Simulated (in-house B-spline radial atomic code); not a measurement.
Configurations of Ge6+, with energies counted from [Ar] 3d8. Method: non-relativistic CAM-B3LYP, spin-polarised, spherical fractional occupations, exact exchange averaged over the configuration, point nucleus. Calculated with a radial B-spline atomic code at the basis-set limit. Shells without spins written out take the highest spin.

Occupations are held fixed; configurations that lie above the ionisation limit could autoionise.

```
       configuration  E - E(ref) (eV)  highest orbital  its <r> (bohr)
        [Ar] 3d7 4p1           63.465            4p up           1.656
    [Ne] 3s2 3p5 3d9           87.194          3d down          0.6567
        [Ar] 3d7 4f1           102.77            4f up           2.372
[Ne] 3s2 3p5 3d8 4s1           136.75            4s up           1.536
```

(1) Order these further configurations by energy, lowest first.
A. [Ne] 3s2 3p5 3d8 4f1
B. [Ar] 3d7 4s1
C. [Ne] 3s2 3p5 3d8 4d1
D. [Ne] 3s2 3p5 3d8 4p1
E. [Ar] 3d7 4d1

## Answers

(1) B (49.837 eV), E (84.778 eV), D (150.39 eV), C (171.77 eV), A (189.73 eV).
